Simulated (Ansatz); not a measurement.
Ansatz (a first-principles code) input (B3LYP-D3(BJ)/def2-TZVP):

Ansatz 0.2 input:
```yaml
crystal:
  periodic: [false, false, false]
  atoms:
    - {symbol: Re, position_ang: [0.00000000, 0.00000000, 0.00000000]}
    - {symbol: F, position_ang: [-0.00000000, -0.00000000, -1.85693172]}
    - {symbol: F, position_ang: [0.00000000, 0.00000000, 1.85693172]}
basis:
  gaussian:
    orbitals: def2-TZVP
hamiltonian:
  xc: b3lyp
  dispersion: d3bj
magnetization: {spin_polarized: true, initial_magnetization: 3}
phonons: {temperatures: {t_min: 298.15, t_max: 298.15, t_step: 100}}
```

Output:

```
Functional definition: B3LYP
integrals: 0.03 GiB planned
689 factors; their error is unknown
mean field: 0.35 GiB planned
mean field evaluation 1: about -7563.5105 eV, gradient 3.4e1 eV
mean field evaluation 2: about -7540.4377 eV, gradient 9.2e1 eV
mean field evaluation 4: about -7566.9977 eV, gradient 2.6e0 eV
mean field evaluation 8: about -7567.0611 eV, gradient 1.0e-1 eV
mean field evaluation 16: about -7567.0841 eV, gradient 2.4e-4 eV
mean field evaluation 32: about -7567.0698 eV, gradient 1.1e0 eV
mean field -7567.08411461 eV, -278.0852120582 hartree, gradient 7.7e-6 eV, S^2 3.759992; 4 other end points of the search recorded, 0 dependent functions left out
the calculation of the forces begins
reference -7567.08432647 eV, -278.0852198440 hartree; 18, 15 occupied and 84, 87 virtual orbitals, 689 factors
these checks for a lower state are left out or cut short: stability, starts, cluster_reference, orbital_swaps, neighbouring_geometries, increment
integrals: 0.03 GiB planned
689 factors; their error is unknown
mean field: 0.35 GiB planned
mean field -7567.08410420 eV, -278.0852116755 hartree, gradient 1.6e-6 eV, S^2 3.759992; 0 other end points of the search recorded, 0 dependent functions left out
the calculation of the forces begins
reference -7567.08431606 eV, -278.0852194614 hartree; 18, 15 occupied and 84, 87 virtual orbitals, 689 factors
these checks for a lower state are left out or cut short: stability, starts, cluster_reference, orbital_swaps, neighbouring_geometries, increment
integrals: 0.03 GiB planned
689 factors; their error is unknown
mean field: 0.35 GiB planned
mean field -7567.08410420 eV, -278.0852116755 hartree, gradient 1.6e-6 eV, S^2 3.759992; 0 other end points of the search recorded, 0 dependent functions left out
the calculation of the forces begins
reference -7567.08431606 eV, -278.0852194614 hartree; 18, 15 occupied and 84, 87 virtual orbitals, 689 factors
these checks for a lower state are left out or cut short: stability, starts, cluster_reference, orbital_swaps, neighbouring_geometries, increment
integrals: 0.03 GiB planned
689 factors; their error is unknown
mean field: 0.35 GiB planned
mean field evaluation 64: about -7567.0841 eV, gradient 1.6e-6 eV
mean field -7567.08411470 eV, -278.0852120615 hartree, gradient 1.6e-6 eV, S^2 3.759992; 0 other end points of the search recorded, 0 dependent functions left out
the calculation of the forces begins
reference -7567.08432657 eV, -278.0852198473 hartree; 18, 15 occupied and 84, 87 virtual orbitals, 689 factors
these checks for a lower state are left out or cut short: stability, starts, cluster_reference, orbital_swaps, neighbouring_geometries, increment
integrals: 0.03 GiB planned
689 factors; their error is unknown
mean field: 0.35 GiB planned
mean field -7567.08411470 eV, -278.0852120615 hartree, gradient 1.8e-6 eV, S^2 3.759992; 0 other end points of the search recorded, 0 dependent functions left out
the calculation of the forces begins
reference -7567.08432657 eV, -278.0852198473 hartree; 18, 15 occupied and 84, 87 virtual orbitals, 689 factors
these checks for a lower state are left out or cut short: stability, starts, cluster_reference, orbital_swaps, neighbouring_geometries, increment
integrals: 0.03 GiB planned
689 factors; their error is unknown
mean field: 0.35 GiB planned
mean field -7567.08393967 eV, -278.0852056292 hartree, gradient 1.7e-6 eV, S^2 3.759992; 0 other end points of the search recorded, 0 dependent functions left out
the calculation of the forces begins
reference -7567.08415154 eV, -278.0852134151 hartree; 18, 15 occupied and 84, 87 virtual orbitals, 689 factors
these checks for a lower state are left out or cut short: stability, starts, cluster_reference, orbital_swaps, neighbouring_geometries, increment
integrals: 0.03 GiB planned
689 factors; their error is unknown
mean field: 0.35 GiB planned
mean field -7567.08393967 eV, -278.0852056292 hartree, gradient 1.7e-6 eV, S^2 3.759992; 0 other end points of the search recorded, 0 dependent functions left out
the calculation of the forces begins
reference -7567.08415154 eV, -278.0852134151 hartree; 18, 15 occupied and 84, 87 virtual orbitals, 689 factors
these checks for a lower state are left out or cut short: stability, starts, cluster_reference, orbital_swaps, neighbouring_geometries, increment
integrals: 0.03 GiB planned
689 factors; their error is unknown
mean field: 0.35 GiB planned
mean field evaluation 96: about -7567.0841 eV, gradient 1.6e-6 eV
mean field -7567.08411201 eV, -278.0852119626 hartree, gradient 1.6e-6 eV, S^2 3.759992; 0 other end points of the search recorded, 0 dependent functions left out
the calculation of the forces begins
reference -7567.08432388 eV, -278.0852197484 hartree; 18, 15 occupied and 84, 87 virtual orbitals, 689 factors
these checks for a lower state are left out or cut short: stability, starts, cluster_reference, orbital_swaps, neighbouring_geometries, increment
integrals: 0.03 GiB planned
689 factors; their error is unknown
mean field: 0.35 GiB planned
mean field -7567.08411201 eV, -278.0852119626 hartree, gradient 1.6e-6 eV, S^2 3.759992; 0 other end points of the search recorded, 0 dependent functions left out
the calculation of the forces begins
reference -7567.08432388 eV, -278.0852197484 hartree; 18, 15 occupied and 84, 87 virtual orbitals, 689 factors
these checks for a lower state are left out or cut short: stability, starts, cluster_reference, orbital_swaps, neighbouring_geometries, increment
integrals: 0.03 GiB planned
689 factors; their error is unknown
mean field: 0.35 GiB planned
mean field -7567.08411464 eV, -278.0852120591 hartree, gradient 1.7e-6 eV, S^2 3.759992; 0 other end points of the search recorded, 0 dependent functions left out
the calculation of the forces begins
reference -7567.08432650 eV, -278.0852198449 hartree; 18, 15 occupied and 84, 87 virtual orbitals, 689 factors
these checks for a lower state are left out or cut short: stability, starts, cluster_reference, orbital_swaps, neighbouring_geometries, increment
integrals: 0.03 GiB planned
689 factors; their error is unknown
mean field: 0.35 GiB planned
mean field -7567.08411464 eV, -278.0852120591 hartree, gradient 1.7e-6 eV, S^2 3.759992; 0 other end points of the search recorded, 0 dependent functions left out
the calculation of the forces begins
reference -7567.08432650 eV, -278.0852198449 hartree; 18, 15 occupied and 84, 87 virtual orbitals, 689 factors
these checks for a lower state are left out or cut short: stability, starts, cluster_reference, orbital_swaps, neighbouring_geometries, increment
integrals: 0.03 GiB planned
689 factors; their error is unknown
mean field: 0.35 GiB planned
mean field evaluation 128: about -7567.0840 eV, gradient 1.4e-6 eV
mean field -7567.08400974 eV, -278.0852082040 hartree, gradient 1.4e-6 eV, S^2 3.759978; 0 other end points of the search recorded, 0 dependent functions left out
the calculation of the forces begins
reference -7567.08422164 eV, -278.0852159913 hartree; 18, 15 occupied and 84, 87 virtual orbitals, 689 factors
these checks for a lower state are left out or cut short: stability, starts, cluster_reference, orbital_swaps, neighbouring_geometries, increment
integrals: 0.03 GiB planned
689 factors; their error is unknown
mean field: 0.35 GiB planned
mean field -7567.08402705 eV, -278.0852088405 hartree, gradient 1.8e-6 eV, S^2 3.760006; 0 other end points of the search recorded, 0 dependent functions left out
the calculation of the forces begins
reference -7567.08423888 eV, -278.0852166249 hartree; 18, 15 occupied and 84, 87 virtual orbitals, 689 factors
WARN: phonons: modes at or below zero, which the zero-point energy, F, S and C_V leave out: 1, the lowest at -15.68 cm⁻¹ …
Total energy: -7567.14255988 eV, -278.0873598823 hartree
Atom 0 at     0.000000     0.000000     0.000000 Å, force    -0.000000     0.000000    -0.000000 eV/Å
Atom 1 at    -0.000000    -0.000000    -1.856932 Å, force     0.000000    -0.000000    -0.000014 eV/Å
Atom 2 at     0.000000     0.000000     1.856932 Å, force     0.000000    -0.000000     0.000014 eV/Å
Dipole moment:    -0.000000    -0.000000     0.000000 e Å
Vibrations: -15.68 169.45 693.33 694.57 cm⁻¹, zero-point energy 0.096543 eV
```

The spin state was set by rule; other spins were not relaxed.
